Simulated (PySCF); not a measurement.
Species: C₆H₇NO (charge -1 and doublet state).
Geometry (GFN2-xTB, Å), atoms numbered from 1 in this order:
```
atom  x, y, z in Å
C1    -2.3385    0.0784    0.4282
C2    -1.3224   -0.4246   -0.6041
O3    -1.7414   -1.0364   -1.6425
C4     0.0303   -0.1524   -0.3096
C5     1.1638   -0.5350   -1.1037
C6     2.2947   -0.1091   -0.4948
N7     1.9708    0.6159    0.6358
C8     0.5788    0.5035    0.8147
H9    -2.2903    1.1668    0.5250
H10   -3.3447   -0.2026    0.1185
H11   -2.1363   -0.3518    1.4130
H12    1.1003   -1.0653   -2.0366
H13    3.3276   -0.2101   -0.7926
H14    2.5959    0.6617    1.4301
H15    0.1070    1.0689    1.5967
```

The hyperfine couplings belong to this conformer and change with its torsions.

The species is `C[C]([O-])c1cc[nH]c1` [radical] (charge -1).

Method used: UKS B3LYP, pcH-1 on C H N O, non-relativistic, mean-field spin-orbit, GIAO (PySCF). Whether the extra electron is bound in the gas phase wasn't checked; a finite basis holds it in any case. A GFN2-xTB geometry isn't a minimum of the functional, and hyperfine couplings can be far from their values at a DFT geometry, by a factor of two or more for some ions and for spin on atoms past the first row. Stability of the SCF solution: not tested.

**Question.** Match the computed a_iso(13C) values +35.9, -22.4, +16.7, -16.1, -8.3, +2.8 MHz with the sites C1; C2; C4; C5; C6; C8.

**Answer.** 
| site | a_iso (MHz) | ρ(0) (bohr⁻³) | position | distance from C8 (Å) | spin population | largest \|T\| (MHz) |
| --- | --- | --- | --- | --- | --- | --- |
| C1 | -16.1 | -0.0143 | 1 bond from C2 | 2.97 | -0.03 | 1.2 |
| C2 | +16.7 | +0.0149 | a main spin site | 2.55 | +0.27 | 54.7 |
| C4 | -22.4 | -0.0199 | 1 bond from C2 | 1.41 | 0.00 | 6.1 |
| C5 | +2.8 | +0.0025 | 2 bonds from C8 | 2.26 | +0.04 | 4.2 |
| C6 | -8.3 | -0.0074 | 2 bonds from C8 | 2.24 | -0.05 | 9.2 |
| C8 | +35.9 | +0.0320 | largest spin population | 0.00 | +0.42 | 67.5 |

**Question.** Match the computed a_iso(1H) values -21.4, +19.3, +17.0, +3.2, -2.4 MHz (means over equivalent nuclei) with the sites H9/H10/H11; H12; H13; H14; H15.

**Answer.** 
```tsv
site	a_iso (MHz)	ρ(0) (bohr⁻³)	position	distance from C8 (Å)	bound to	spin population there	largest |T| (MHz)
H9/H10/H11	+17.0	+0.0038	2 bonds from C2	3.30	C1	-0.03	4.7
H12	-2.4	-0.0005	3 bonds from C2	3.30	C5	+0.04	2.6
H13	+3.2	+0.0007	3 bonds from C8	3.26	C6	-0.05	1.8
H14	+19.3	+0.0043	2 bonds from C8	2.11	N7	+0.06	8.4
H15	-21.4	-0.0048	1 bond from C8	1.07	C8	+0.42	15.9
```

ρ(0) is the spin density at the nucleus and T the dipolar tensor; entries for several nuclei are means. Largest spin populations (Mulliken): C8 (+0.42), C2 (+0.27) and O3 (+0.26). Three atoms exceed +0.15. Main spin sites, with 60 % or more of the largest population: C2, O3, C8; positions count bonds from the nearest.

Nuclei that the bonding pattern makes equivalent are averaged, as if the motion that swaps them (rotation, inversion, ring flip) were fast. The three 1H nuclei of mean +17.0 MHz run from 0.5 to 25.9 MHz in the frozen geometry.

The SMILES `C[C]([O-])c1cc[nH]c1` draws the unpaired electron on C2, whose computed spin population is only +0.27.
